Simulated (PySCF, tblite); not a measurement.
Isomers of C8H9FS, one GFN2-xTB conformer each. Single-point energies are computed at PBE0/pcSseg-1 (PySCF, gas phase, no added dispersion term), electronic only.

Task: Rank them by PBE0/pcSseg-1 energy, lowest first (kJ/mol).
A. `[CH3:1][S:2][c:3]1[cH:4][c:5]([CH3:6])[cH:7][cH:8][c:9]1[F:10]` with C1–S2–C3–C4 156°
B. `[CH3:1][CH2:2][S:3][c:4]1[cH:5][cH:6][c:7]([F:8])[cH:9][cH:10]1` with C1–C2–S3–C4 67°, C2–S3–C4–C5 -162°

Result: A (0.0), B (1.3).

Neighbours under 10 kJ/mol apart (CSc1cc(C)ccc1F and CCSc1ccc(F)cc1) can change places with a better method, another conformer or zero-point energy. GFN2-xTB itself gives, in the same order: 0.0, 3.7. Both levels put the same isomer lowest.

Task: Which frontier levels, dipoles and rotational constants go with these structures?

Result: 
```
        SMILES  HOMO (eV, PBE0/pcSseg-1)  LUMO (eV)  dipole (D)       A, B, C (MHz)
CSc1cc(C)ccc1F                     -6.17      -0.50        1.20  2072, 818.1, 598.3
CCSc1ccc(F)cc1                     -6.13      -0.62        2.13  2757, 609.5, 534.4
```

Task: What happens when harmonic zero-point energies from GFN2-xTB frequencies are added?

Result: 
```
        SMILES  ZPE (kJ/mol)  electronic (kJ/mol)  with ZPE (kJ/mol)
CSc1cc(C)ccc1F         379.7                  0.0                0.0
CCSc1ccc(F)cc1         382.7                  1.3                4.4
```

The zero-point energies span 3.0 kJ/mol. The order is unchanged.
